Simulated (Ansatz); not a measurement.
Z-matrix (Å, degrees):
```
Ti
N 1 1.8349
H 2 1.0204 1 124.36
H 2 1.0207 3 111.28 1 -176.18
Cl 1 2.1851 2 106.55 3 26.99
Cl 1 2.1868 2 106.85 3 149.93
Cl 1 2.1973 2 108.87 3 -91.84
```
Charge 0, multiplicity 1.

Method: Ansatz (a quantum-chemistry and plane-wave program) with frozen-core CCSD(T)/def2-TZVPP // r2SCAN-D4/def2-SVP.

```
Item                            Result
----------------------  --------------
HF energy               -2282.81169 Ha
MP2 correlation energy     -1.22421 Ha
```

Q: Estimate the CCSD correlation energy, the (T) correction, the total energy and the T1 diagnostic.

A: 
- CCSD correlation energy: -1.25709 Ha
- (T) correction: -0.07308 Ha
- CCSD(T) total energy: -2284.14187 Ha
- T1 diagnostic: 0.025
